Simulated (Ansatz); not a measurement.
Relaxation of C4H7AlSSi (14 atoms, charge 0, multiplicity 1), to a largest force component of 0.015 eV/Å in at most 40 steps.

Theory: RKS PBE0-D4/STO-3G (Ansatz 0.2.0).

```xyz
14
Properties=species:S:1:pos:R:3
C -0.930 -3.343 1.102
C -0.352 -2.166 0.781
S 1.402 -2.053 0.905
Al -1.277 -0.566 0.166
C -0.395 1.044 -0.296
C 0.200 2.076 -0.558
Si 1.128 3.581 -0.970
H -0.381 -4.148 1.419
H -2.055 -3.358 1.053
H 1.380 -1.621 2.213
H -2.951 -0.637 0.056
H 0.705 4.668 -0.051
H 0.753 3.986 -2.378
H 2.520 3.357 -0.811
```

Question: Where does it end, and by what steps?

Answer: It converged. Limits of this set-up: minimal basis. After 18 steps the energy has fallen by 1.121 eV; H10 moved furthest, 1.80 Å.

```
step  energy less start (eV)  largest force component (eV/Å)  accepted
   0                  0.0000                           4.555       yes
   1                 -0.6174                           2.753       yes
   2                 -0.6927                           1.160       yes
   3                 -0.7789                           0.491       yes
   4                 -0.8237                           0.407       yes
   5                 -0.8763                           0.593       yes
   6                 -0.9654                           0.772       yes
   7                 -1.0390                           0.655       yes
   8                 -1.0772                           0.414       yes
   9                 -1.0972                           0.275       yes
  10                 -1.1092                           0.390       yes
  11                 -1.1155                           0.289       yes
  12                 -1.1190                           0.097       yes
  13                 -1.1198                           0.047       yes
  14                 -1.1208                           0.048       yes
  15                 -1.1209                           0.065       yes
  16                 -1.1212                           0.033       yes
  17                 -1.1212                           0.036       yes
  18                 -1.1213                           0.006       yes
```

```xyz
14
Properties=species:S:1:pos:R:3
C -0.969 -3.247 1.180
C -0.372 -2.080 0.880
S 1.374 -1.907 1.154
Al -1.412 -0.660 0.176
C -0.470 0.905 -0.199
C 0.179 1.904 -0.430
Si 1.143 3.404 -0.779
H -0.442 -4.116 1.590
H -2.042 -3.395 1.027
H 1.439 -0.624 0.711
H -2.882 -0.781 -0.063
H 0.701 4.475 0.084
H 0.955 3.793 -2.157
H 2.545 3.150 -0.542
```

Time of the run: 96 s on 1 thread of Intel(R) Xeon(R) Processor @ 2.70GHz, with other jobs on the host, peak memory 0.17 GiB.
